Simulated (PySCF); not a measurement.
PySCF job for B(F)(OMe)(OtBu) (C₅H₁₂BFO₂), SMILES FB(OC(C)(C)C)OC, TDA-CAM-B3LYP/def2-SVP. Geometry optimised at B3LYP-D3(BJ)/def2-SVP. One conformer was computed; it need not be the lowest.

```python
import numpy as np
from pyscf import gto, scf, dft, tdscf

mol = gto.M(
    atom='''
    B     0.39905176    0.98266242   -0.53920003
    F     1.58815583    1.20891505    0.04028360
    O     0.01027456    1.85565390   -1.49599832
    C    -1.22771365    1.69723489   -2.16024963
    H    -2.07353443    1.75136838   -1.45454508
    H    -1.32529134    2.50732786   -2.89730801
    H    -1.28384799    0.72790742   -2.68319728
    O    -0.38503320   -0.06423756   -0.19416271
    C    -0.09698399   -1.07021685    0.80387146
    C     0.04593078   -0.40280945    2.17476364
    C    -1.30852831   -2.00134750    0.78061012
    C     1.17500833   -1.82789073    0.41248626
    H     0.18315028   -1.16327127    2.95855442
    H    -0.86043375    0.17564557    2.41124180
    H     0.91060133    0.27475484    2.19504358
    H    -2.22450527   -1.44093649    1.02085608
    H    -1.19069386   -2.81361546    1.51347446
    H    -1.42946192   -2.44454772   -0.21926688
    H     2.04858186   -1.16158174    0.41944167
    H     1.06637870   -2.25572365   -0.59607285
    H     1.36218518   -2.65202850    1.11762306
    ''',
    basis='def2-SVP',
    charge=0,
    spin=0,
    max_memory=1600,
    verbose=4,
)
mf = dft.RKS(mol, xc='cam-b3lyp').density_fit(auxbasis='def2-universal-jkfit')
mf.grids.level = 3
mf.conv_tol = 1e-9
mf.max_cycle = 100
mf.kernel()
mf.grids = dft.Grids(mol).set(level=1).build(with_non0tab=True)  # coarser grid for the response kernel
td = tdscf.TDA(mf)
td.singlet = True
td.nstates = 10
td.conv_tol = 1e-4
td.kernel(x0=td.get_init_guess(mf, 15))
td.analyze()
tt = tdscf.TDA(mf)
tt.singlet = False
tt.nstates = 4
tt.conv_tol = 1e-4
tt.kernel(x0=tt.get_init_guess(mf, 9))
tt.analyze(verbose=3)
```

It prints:

```
PySCF version 2.14.0

[INPUT] verbose = 4
[INPUT] num. atoms = 21
[INPUT] num. electrons = 72
[INPUT] charge = 0
[INPUT] spin (= nelec alpha-beta = 2S) = 0
[INPUT] symmetry False subgroup None
[INPUT] Mole.unit = angstrom
[INPUT] Symbol           X                Y                Z      unit          X                Y                Z       unit  Magmom
[INPUT]  1 B      0.399051760000   0.982662420000  -0.539200030000 AA    0.754098535926   1.856962846702  -1.018940383057 Bohr   0.0
[INPUT]  2 F      1.588155830000   1.208915050000   0.040283600000 AA    3.001179561831   2.284518352365   0.076124971312 Bohr   0.0
[INPUT]  3 O      0.010274560000   1.855653900000  -1.495998320000 AA    0.019416104450   3.506677652981  -2.827027107609 Bohr   0.0
[INPUT]  4 C     -1.227713650000   1.697234890000  -2.160249630000 AA   -2.320042557890   3.207309111156  -4.082280161393 Bohr   0.0
[INPUT]  5 H     -2.073534430000   1.751368380000  -1.454545080000 AA   -3.918412182556   3.309606581423  -2.748691837034 Bohr   0.0
[INPUT]  6 H     -1.325291340000   2.507327860000  -2.897308010000 AA   -2.504437667858   4.738162959892  -5.475118637409 Bohr   0.0
[INPUT]  7 H     -1.283847990000   0.727907420000  -2.683197280000 AA   -2.426121086673   1.375545667839  -5.070507997378 Bohr   0.0
[INPUT]  8 O     -0.385033200000  -0.064237560000  -0.194162710000 AA   -0.727607296865  -0.121391395310  -0.366914345503 Bohr   0.0
[INPUT]  9 C     -0.096983990000  -1.070216850000   0.803871460000 AA   -0.183273179568  -2.022416740395   1.519096898754 Bohr   0.0
[INPUT] 10 C      0.045930780000  -0.402809450000   2.174763640000 AA    0.086796594888  -0.761199540887   4.109707665262 Bohr   0.0
[INPUT] 11 C     -1.308528310000  -2.001347500000   0.780610120000 AA   -2.472760132140  -3.781998655083   1.475139336864 Bohr   0.0
[INPUT] 12 C      1.175008330000  -1.827890730000   0.412486260000 AA    2.220443937783  -3.454212865331   0.779486061546 Bohr   0.0
[INPUT] 13 H      0.183150280000  -1.163271270000   2.958554420000 AA    0.346103868837  -2.198264108875   5.590857578421 Bohr   0.0
[INPUT] 14 H     -0.860433750000   0.175645570000   2.411241800000 AA   -1.625984135832   0.331922022293   4.556586622103 Bohr   0.0
[INPUT] 15 H      0.910601330000   0.274754840000   2.195043580000 AA    1.720787122365   0.519211398999   4.148031197685 Bohr   0.0
[INPUT] 16 H     -2.224505270000  -1.440936490000   1.020856080000 AA   -4.203705722952  -2.722975328992   1.929138403797 Bohr   0.0
[INPUT] 17 H     -1.190693860000  -2.813615460000   1.513474460000 AA   -2.250085293601  -5.316962639242   2.860052225924 Bohr   0.0
[INPUT] 18 H     -1.429461920000  -2.444547720000  -0.219266880000 AA   -2.701291534295  -4.619525689230  -0.414354351388 Bohr   0.0
[INPUT] 19 H      2.048581860000  -1.161581740000   0.419441670000 AA    3.871258659152  -2.195071359896   0.792629881530 Bohr   0.0
[INPUT] 20 H      1.066378700000  -2.255723650000  -0.596072850000 AA    2.015163688070  -4.262699911204  -1.126414436789 Bohr   0.0
[INPUT] 21 H      1.362185180000  -2.652028500000   1.117623060000 AA    2.574156921141  -5.011607539541   2.112001493898 Bohr   0.0

nuclear repulsion = 490.391511358104
number of shells = 90
number of NR pGTOs = 300
number of NR cGTOs = 186
basis = def2-SVP
ecp = {}


[settings echo left out]
init E= -473.440411878384
  HOMO = -0.364483670413843  LUMO = 0.0205380512102069  gap/eV = 10.47697
cycle= 1 E= -472.35095288338  delta_E= 1.09  |g|= 0.912  |ddm|= 4.45
  HOMO = -0.248937198076734  LUMO = 0.0899933178704502  gap/eV = 9.22277
cycle= 2 E= -472.324202564276  delta_E= 0.0268  |g|= 1.04  |ddm|= 1.32
  HOMO = -0.356462843697732  LUMO = 0.0845576718735672  gap/eV = 12.00078
cycle= 3 E= -472.509212558237  delta_E= -0.185  |g|= 0.0641  |ddm|= 0.702
  HOMO = -0.352254941946683  LUMO = 0.0832899124723236  gap/eV = 11.85178
cycle= 4 E= -472.509834498987  delta_E= -0.000622  |g|= 0.0383  |ddm|= 0.0757
  HOMO = -0.354823864013696  LUMO = 0.0840298787425278  gap/eV = 11.94182
cycle= 5 E= -472.510119196695  delta_E= -0.000285  |g|= 0.00879  |ddm|= 0.0323
  HOMO = -0.354451537361353  LUMO = 0.0841255818662798  gap/eV = 11.93429
cycle= 6 E= -472.510130700033  delta_E= -1.15e-05  |g|= 0.00289  |ddm|= 0.00732
  HOMO = -0.354563894792408  LUMO = 0.0840313921301106  gap/eV = 11.93479
cycle= 7 E= -472.510132405697  delta_E= -1.71e-06  |g|= 0.000349  |ddm|= 0.00269
  HOMO = -0.354560709771439  LUMO = 0.0840395000987004  gap/eV = 11.93492
cycle= 8 E= -472.510132431301  delta_E= -2.56e-08  |g|= 0.00028  |ddm|= 0.000648
  HOMO = -0.354559469020539  LUMO = 0.0840388063919262  gap/eV = 11.93487
cycle= 9 E= -472.510132445811  delta_E= -1.45e-08  |g|= 2.97e-05  |ddm|= 0.00022
  HOMO = -0.354564125827847  LUMO = 0.0840382144962852  gap/eV = 11.93498
cycle= 10 E= -472.510132446089  delta_E= -2.78e-10  |g|= 1.01e-05  |ddm|= 5.9e-05
  HOMO = -0.354561553254274  LUMO = 0.0840388429140377  gap/eV = 11.93492
Extra cycle  E= -472.510132446101  delta_E= -1.24e-11  |g|= 8.51e-06  |ddm|= 2.05e-05
converged SCF energy = -472.510132446101
tot grids = 76408


******** <class 'pyscf.tdscf.rks.TDA'> for <class 'pyscf.df.df_jk.DFRKS'> ********
nstates = 10 singlet
deg_eia_thresh = 1.000e-03
wfnsym = None
conv_tol = 0.0001
eigh lindep = 1e-12
eigh level_shift = 0
eigh max_cycle = 100


Excitation energies (eV)
[ 8.83368634  9.38455298  9.48905154  9.50163446  9.67567482  9.82661481
  9.88526274 10.08554837 10.16183626 10.36959926]

** Singlet excitation energies and oscillator strengths **
Excited State   1:      8.83369 eV    140.35 nm  f=0.0292
      34 -> 39        0.11577
      36 -> 37        0.62828
      36 -> 39        0.19327
      36 -> 41       -0.16774
Excited State   2:      9.38455 eV    132.12 nm  f=0.0519
      35 -> 37        0.58837
      36 -> 38        0.35643
Excited State   3:      9.48905 eV    130.66 nm  f=0.2547
      34 -> 37       -0.11082
      35 -> 37       -0.35527
      36 -> 38        0.55488
      36 -> 42       -0.11305
Excited State   4:      9.50163 eV    130.49 nm  f=0.0155
      34 -> 37        0.53663
      34 -> 39        0.11510
      36 -> 37       -0.12659
      36 -> 38        0.11074
      36 -> 39        0.34732
Excited State   5:      9.67567 eV    128.14 nm  f=0.0037
      27 -> 38       -0.11451
      32 -> 38        0.18256
      33 -> 38       -0.14091
      35 -> 38        0.63012
      35 -> 42       -0.11135
Excited State   6:      9.82661 eV    126.17 nm  f=0.0003
      33 -> 38        0.65369
      33 -> 42       -0.15983
      35 -> 38        0.12890
Excited State   7:      9.88526 eV    125.42 nm  f=0.0019
      33 -> 37        0.54111
      33 -> 39        0.37423
      33 -> 40       -0.10717
      33 -> 41       -0.18201
Excited State   8:     10.08555 eV    122.93 nm  f=0.0192
      34 -> 40        0.30987
      36 -> 40       -0.58044
Excited State   9:     10.16184 eV    122.01 nm  f=0.0525
      34 -> 37       -0.12773
      34 -> 39        0.14641
      34 -> 41        0.14621
      34 -> 44       -0.10770
      36 -> 39        0.35151
      36 -> 41        0.45623
      36 -> 44       -0.19847
      36 -> 46        0.13541
Excited State  10:     10.36960 eV    119.57 nm  f=0.0446
      32 -> 37       -0.12847
      34 -> 38        0.36140
      35 -> 39       -0.15399
      35 -> 40       -0.53299

** Transition electric dipole moments (AU) **
state          X           Y           Z        Dip. S.      Osc.
  1        -0.1657      0.2088      0.2527      0.1349      0.0292
  2        -0.0123     -0.3741      0.2923      0.2255      0.0519
  3         0.5335     -0.4767      0.7641      1.0957      0.2547
  4         0.1729     -0.1791      0.0672      0.0665      0.0155
  5         0.0513     -0.0640     -0.0942      0.0156      0.0037
  6        -0.0162      0.0230      0.0232      0.0013      0.0003
  7         0.0125      0.0727     -0.0498      0.0079      0.0019
  8         0.1249     -0.1590     -0.1920      0.0778      0.0192
  9        -0.2041      0.2584      0.3198      0.2107      0.0525
 10         0.3450      0.2357      0.0275      0.1754      0.0446

** Transition velocity dipole moments (imaginary part, AU) **
state          X           Y           Z        Dip. S.      Osc.
  1        -0.0418      0.0520      0.0628      0.0084      0.0172
  2        -0.0092     -0.1000      0.0745      0.0157      0.0303
  3         0.2044     -0.0935      0.2211      0.0994      0.1900
  4         0.0668     -0.0502      0.0095      0.0071      0.0135
  5         0.0224     -0.0289     -0.0396      0.0029      0.0054
  6        -0.0087      0.0125      0.0128      0.0004      0.0007
  7        -0.0134     -0.0031     -0.0054      0.0002      0.0004
  8         0.0171     -0.0218     -0.0256      0.0014      0.0026
  9        -0.0866      0.1090      0.1355      0.0378      0.0674
 10         0.0519      0.0471     -0.0059      0.0049      0.0086

** Transition magnetic dipole moments (imaginary part, AU) **
state          X           Y           Z
  1        -0.1279     -0.5937      0.3929
  2        -0.3813      0.4867      0.6000
  3        -0.2008      0.4535      0.4238
  4        -0.4413     -0.3616      0.2097
  5        -0.1909     -0.3701      0.1713
  6         0.1852     -0.2258      0.2615
  7        -0.3771      0.4841      0.6178
  8        -0.0282      0.1134     -0.1110
  9        -0.7980     -0.5793     -0.0394
 10        -0.3408      0.4306      0.5281


******** <class 'pyscf.tdscf.rks.TDA'> for <class 'pyscf.df.df_jk.DFRKS'> ********
nstates = 4 triplet
deg_eia_thresh = 1.000e-03
wfnsym = None
conv_tol = 0.0001
eigh lindep = 1e-12
eigh level_shift = 0
eigh max_cycle = 100


Excitation energies (eV)
[8.24779223 8.57512885 9.1560693  9.17825169]

** Triplet excitation energies and oscillator strengths **
Excited State   1:      8.24779 eV    150.32 nm  f=0.0000
Excited State   2:      8.57513 eV    144.59 nm  f=0.0000
Excited State   3:      9.15607 eV    135.41 nm  f=0.0000
Excited State   4:      9.17825 eV    135.08 nm  f=0.0000
```

The run converged.

Cost: roughly 12 core-minutes.
